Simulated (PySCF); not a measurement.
C3H12Si3, SMILES [SiH3]C([SiH3])(C=C)[SiH3].

Coordinates come from a PBE-D3(BJ)/def2-SVP optimisation. The structure was generated by enumeration, and PubChem lists no compound with its InChIKey, so it may never have been made. The values are those of a single conformer.

Two levels are set side by side: PBE/def2-TZVP (PySCF) and CAM-B3LYP/def2-TZVP (PySCF). Same geometry, gas phase. Differences are taken from unrounded values.

```csv
quantity,PBE
orbital gap (eV),4.82
highest occupied level (eV),-6.26
lowest empty level (eV),-1.44
dipole moment (D),0.44
```

Problem. These are the PBE values. What does CAM-B3LYP give? (Estimate from the structure and the level; the computed values follow.)

Solution. 
```
quantity                     CAM-B3LYP  PBE minus CAM-B3LYP
---------------------------  ---------  -------------------
orbital gap (eV)                  9.22                -4.39
highest occupied level (eV)      -8.57                 2.30
lowest empty level (eV)           0.65                -2.09
dipole moment (D)                 0.40                 0.05
```

Without exact exchange PBE keeps part of each electron's self-repulsion, which lifts occupied levels and narrows the gap. Differences between two approximate levels are no errors against the true value.

Rough cost on one machine, each run with all the roots and properties that it gave: CAM-B3LYP against PBE within a factor of 2.
